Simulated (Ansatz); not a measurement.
Species: C3H4Se, SMILES `C=C=C[SeH]` (C–C–Se–H torsion 0°) (charge 0, multiplicity 1).

Problem. Give a relaxed geometry from PBE0-D3(BJ)/def2-TZVP (Ansatz, an electronic-structure program).

Solution. One answer among several that fit: the end point of this relaxation, one of several conformers (outside a Z-matrix the atoms follow the SMILES, hydrogens last).
Bonds (Å): C1–C2 1.301, C1–H5 1.086, C1–H6 1.086, C2–C3 1.296, C3–Se4 1.907, C3–H7 1.085, Se4–H8 1.467. Bond angles (°): C2–C1–H5 121.3, C2–C1–H6 121.3, H5–C1–H6 117.4, C1–C2–C3 179.3, C2–C3–Se4 125.8, C2–C3–H7 121.6, Se4–C3–H7 112.6, C3–Se4–H8 94.7.
